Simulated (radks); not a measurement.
The numbers below are computed, except where a source is named.
Isoelectronic series with 11 electrons, all held in the configuration [Ne] 3s1, which need not be the ground one along the series. Code: a radial shooting solver on a logarithmic mesh with Libxc functionals. Model: non-relativistic Kohn-Sham, PBE, spin-polarised, spherical densities, point nucleus; open shells are filled with parallel spins first. Total energies (hartree) and mean radii <r> (bohr) (* marks an orbital that is empty in some or all of the ions):

ion   E (hartree)  3p up*  3s up  2p down   2p up  2s down
Mg+    -199.67537   3.430  2.772   0.6869  0.6890   0.6978
Al2+   -241.32347   2.530  2.196   0.6004  0.6020   0.6261
Si3+   -287.10295   2.039  1.843   0.5340  0.5352   0.5675
P4+    -337.00712   1.720  1.597   0.4811  0.4821   0.5187
S5+    -391.03214   1.494  1.414   0.4380  0.4388   0.4776
Cl6+   -449.17555   1.323  1.271   0.4021  0.4028   0.4425
Ar7+   -511.43572   1.189  1.156   0.3718  0.3723   0.4121
K8+    -577.81145   1.081  1.060   0.3457  0.3461   0.3857
